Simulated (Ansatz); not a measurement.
Gas-phase electronic energies from Ansatz, PBE0-D4/def2-TZVP geometries. CCSD(T)/CBS adds triple-zeta CCSD(T) − MP2 to the extrapolated MP2 energy (def2 sets, frozen cores). DFT in def2-TZVPP. For Ge outer-core shells are correlated without core-valence functions, which leaves a few kJ/mol of doubt a bond. Scalar relativity is left out up to krypton. Each species was taken in one conformer, which may not be the lowest.

Reaction (redistribution): `CO[SiH](O)[SiH](O)O` + `O[SiH2][O][GeH3]` → `CO[SiH](O)O[SiH2]O` + `O[SiH](O)[GeH3]`

```json
{"level": "ωB97M-V", "ΔE (eV)": "-1.46"}
{"level": "HF/CBS(def2)", "ΔE (eV)": "-1.35"}
```

Task: What does CCSD(T)/CBS give? (An estimate is asked.)

Result: Computed: -1.44 eV. The listed levels differ from it by -0.02, 0.09 eV.

Largest T1 diagnostic among the species: 0.012.

From PBE to PBE0 (25 % exact exchange), in def2-TZVPP and without D4, ΔE moves by −0.06 eV. In def2-TZVPP, CCSD(T) changes the Hartree–Fock value by −0.06 eV (the triples alone add +0.00 eV) and MP2 by −0.07 eV.
